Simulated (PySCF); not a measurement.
hexafluoropropene (C$_{3}$F$_{6}$), singlet, at a GFN2-xTB geometry. Base run: HF/STO-3G run with PySCF.

The PySCF input:
```python
from pyscf import gto, scf

mol = gto.M(
    atom='''
F     2.49184748   -0.18829557    0.79842098
C     1.31418502    0.24683492    0.42467974
F     1.26067366    1.55824784    0.42112146
C     0.28229877   -0.52520184    0.08521556
F     0.37606850   -1.85663792    0.10149667
C    -1.06436063    0.03101770   -0.34154878
F    -1.61086992    0.78624932    0.61807922
F    -0.95447491    0.80748822   -1.42550070
F    -1.91799358   -0.94215242   -0.62584863
''',
    basis='sto-3g',
    verbose=4,
)

mf = scf.RHF(mol)
mf.kernel()
```

Variants of this job, named by their change:

```csv
change,ΔE vs base (mEh),fitting functions,dipole (D)
base,0.000,-,0.83
only_dfj = on; auxbasis = def2-universal-jfit,-5.990,441,0.83
auxbasis = cc-pvtz-ri,…,…,0.83
auxbasis = even-tempered beta=1.6,…,630,0.83
auxbasis = cc-pvdz-jkfit,0.579,630,0.83
auxbasis = def2-svp-ri,-10.809,432,0.83
auxbasis = def2-universal-jkfit,-0.756,687,0.83
auxbasis = even-tempered beta=3.0,…,…,0.83
auxbasis = def2-tzvp-ri,-0.072,684,0.83
auxbasis = default (with mf = mf.density_fit()),-0.756,687,0.83
```

Task: Some entries are withheld; supply them.

Result: 
- auxbasis = cc-pvtz-ri, ΔE vs base (mEh): -0.179
- auxbasis = cc-pvtz-ri, fitting functions: 729
- auxbasis = even-tempered beta=1.6, ΔE vs base (mEh): 4.826
- auxbasis = even-tempered beta=3.0, ΔE vs base (mEh): 3.074
- auxbasis = even-tempered beta=3.0, fitting functions: 297

A fitting set is made for a task (jfit for Coulomb, jkfit for Coulomb and exchange, ri for correlation) and for a family of orbital bases.
